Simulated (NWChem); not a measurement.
C2H4BClO2; SMILES CC(=O)OBCl

```xyz
10

B      0.9480    -0.9818    -0.4276
Cl    -0.3076    -1.9803     0.2756
H      1.9189    -1.4981    -0.9119
O      0.9033     0.3732    -0.3900
C     -0.1728     1.1943    -0.1356
C      0.2268     2.3576     0.7140
O     -1.2497     0.9826    -0.5967
H     -0.6199     3.0433     0.8269
H      1.0843     2.8747     0.2597
H      0.5535     1.9966     1.7012
```
Atoms are numbered in this order, from 1.

Program: NWChem. Coordinates come from a PBE0/def2-SVP optimisation. Level M06-2X/def2-SVP: energy and gradient on several grids; changes count from the extra-fine grid, which is no exact limit either.

```tsv
grid	size of the energy change (μHa)	largest change of a gradient component (μHa/bohr)	time, medium = 1 (rough)
xcoarse	20000	3000	about 1
coarse	100	600	about 1
medium	50	200	about 1
fine	< 10	90	about 1
xfine	< 10	< 30	3
```
